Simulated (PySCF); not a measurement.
Isomers of C4H3N. Isolated molecules, 0 K electronic values unless said otherwise. Strings in code marks are SMILES.

B3LYP has the VWN-RPA correlation part, as in Gaussian. Excitations are Tamm–Dancoff values on a coarser integration grid. The basis has no diffuse functions, so Rydberg states are missing or too high.

A: `C=C=C=C=N`
B: `C#CC=C=N`
C: `C#CC#CN`
D: `C#CN=C=C`
E: `C#CNC#C`
F: `N=c1c2c1C2`

Q: Order them by S1 excitation (TDA) (lowest first) at the level PySCF with B3LYP-D3(BJ)/def2-TZVP.

A: A (2.84 eV), D (3.75 eV), C (4.01 eV), F (4.06 eV), B (4.18 eV), E (4.97 eV)
